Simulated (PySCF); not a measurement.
Peak assignment

Geometry (Å), atoms numbered from 1 in this order:
```xyz
16

C     1.208   -2.137    0.340
C     0.977   -1.347   -0.694
C     1.023    0.139   -0.629
Si   -0.760    0.808   -0.297
P    -0.852    3.029    0.163
P    -1.507   -0.417    1.459
Cl   -1.843    0.532   -2.009
H     1.498   -1.740    1.300
H     1.138   -3.208    0.266
H     0.688   -1.764   -1.649
H     1.408    0.554   -1.560
H     1.673    0.459    0.185
H    -0.200    2.885    1.376
H     0.325    3.321   -0.505
H    -2.090   -1.391    0.667
H    -2.695    0.287    1.576
```

PySCF calculation with GFN2-xTB geometry and shielding tensors at PBE0/pcSseg-1 (GIAO); one computed conformer, gas phase, averaged over atoms made equivalent by symmetry, fast rotation or ring inversion, non-relativistic Hamiltonian.

δ = σ(ref) − σ, references computed at the same level: ¹³C and ¹H vs TMS.

Q: Assign these signals to the numbered atoms. ¹³C{¹H} NMR (computed): δ 140.4, 124.2, 39.4.

A: 
| δ (ppm) | atoms | environment | reason |
| --- | --- | --- | --- |
| 140.4 | C2 | alkene CH | as expected for a trigonal carbon in a double bond |
| 124.2 | C1 | terminal =CH2 carbon | as expected for a trigonal carbon in a double bond |
| 39.4 | C3 | allylic sp3 CH2 bonded to Si | – |

Q: Assign these signals to the numbered atoms. ¹H NMR (400 MHz, computed): δ 6.20 (m, 1H), 5.40 (m, 1H), 5.35 (m, 1H), 1.98 (m, 2H), 1.47 (m, 4H).

A: 
```tsv
δ (ppm)	atoms	environment	reason
6.20	H10	hydrogen on an alkene CH	a vinylic proton, deshielded by the sp2 carbon and the C=C anisotropy
5.40	H8	hydrogen on a terminal =CH2 carbon	attached to an sp2 carbon and in the plane of the double bond
5.35	H9	hydrogen on a terminal =CH2 carbon	–
1.98	H11/H12	hydrogen on an allylic sp3 CH2 bonded to Si	allylic position
1.47	H13/H14/H15/H16	hydrogen on a phosphorus bonded to Si	–
```

H8 and H9 lie closer than the usual error of such a calculation, so a measured spectrum could show them in the other order.

Splittings by ³¹P in the carbon and heteronuclear signals aren't shown, as no couplings were computed. Shifts are as computed. Against solution values, carbons near 30 ppm lie about +3 ppm off and those near 130 ppm about +5 ppm. Of 1211 compounds with measured shifts, 218 miss one by over three times the rms of a fit or turn the order of signals round; such compounds aren't used in these exercises. No couplings were computed; multiplicities are counted from neighbouring protons, with m where these are inequivalent, close in shift, in a saturated or five-membered ring or joined by F or P, and br s for small geminal =CH2 splittings.
